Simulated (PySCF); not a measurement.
Computed Raman spectrum (relative Raman activity) of a molecule C4H6ClF. Coordinates come from a B3LYP-D3(BJ)/def2-SVP optimisation. Other conformers were not sampled. Calculation: B3LYP-D3(BJ)/def2-SVP run with PySCF 2.14.0. Frequencies are harmonic and unscaled.

Lines under 2 % of the strongest are left out, and lines within 2 cm⁻¹ are merged.

ν (cm⁻¹): 629 (vw), 1400 (vw), 1410 (w), 1445 (w), 1454 (w), 1462 (w), 1776 (w), 3031 (w), 3034 (vs), 3094 (m), 3099 (m), 3144 (w), 3170 (m) (against the strongest line: vs over 80 %, s over 45 %, m over 15 %, w over 4 %, vw less)

**Question.** Which structure fits?
(A) C/C(F)=C(\C)Cl
(B) CC/C(F)=C/Cl
(C) F[C@H](Cl)C1CC1
(D) C[C@]1(F)C[C@H]1Cl

**Answer.** A, C/C(F)=C(\C)Cl
